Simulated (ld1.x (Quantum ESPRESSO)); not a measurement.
Transferability test, TM potential for tin (Sn)

ld1.x (Quantum ESPRESSO) 7.5 input, shortened:

```
&input
   title='Sn', zed=50., rel=2, dft='PZ', iswitch=3,
   config='[Kr] 4d10 5s2 5p2', rel_dist='average'
 /
 &inputp
   pseudotype=2, tm=.true., lloc=0,
   nlcc=.true., new_core_ps=.true.
 /
3
5P  2  1   2.00   0.00  2.65  2.65  0.0
4D  3  2  10.00   0.00  1.55  1.55  0.0
5S  1  0   2.00   0.00  2.00  2.00  0.0
 &test
   configts(1)='4d10 5s2 5p2'
 /
```

Open shells are filled in proportion to 2j + 1 (rel_dist='average').

Energies are relative to the spin-unpolarised reference configuration 4d10 5s2 5p2; without spin polarisation the order of configurations can differ from experiment. The frozen-core shift is the all-electron ΔE with the core orbitals held at their reference shape minus the fully relaxed ΔE.

(1) Give the all-electron excitation energy and the error of the potential for: 4d10 5s2 5p1; 4d10 5s2 5p0; 4d10 5s1 5p0; 4d10 5s2 5p2.3; 4d9 5s2 5p3; 4d10 5s2 5p1.5; 4d9 5s2 5p2.

Levels in the configuration 4d10 5s2 5p0:

| level | all-electron (eV) | pseudo (eV) |
| --- | --- | --- |
| 4d j=3/2 | -44.007 | -43.899 |
| 4d j=5/2 | -42.949 | -42.845 |
| 5s j=1/2 | -26.529 | -26.532 |

Results:

(1)

```
valence configuration  charge  ΔE all-electron (eV)  error AE − PS (meV)  frozen-core shift (meV)
         4d10 5s2 5p1      +1                 7.112                 +0.3                      0.0
         4d10 5s2 5p0      +2                21.395                 -2.3                     +0.7
         4d10 5s1 5p0      +3                52.844                  -14                     +6.8
       4d10 5s2 5p2.3    -0.3                -0.903                 +0.1                     -0.1
          4d9 5s2 5p3       0                24.317                 -345                     +114
       4d10 5s2 5p1.5    +0.5                 2.723                 +0.1                      0.0
          4d9 5s2 5p2      +1                32.751                 -299                     +120
```

A variational frozen-core shift is positive and of second order in the change. This column holds negative values, so the frozen-core run of ld1.x carries numerical noise or an error of first order here, and the column gives no more than the rough size of the effect.
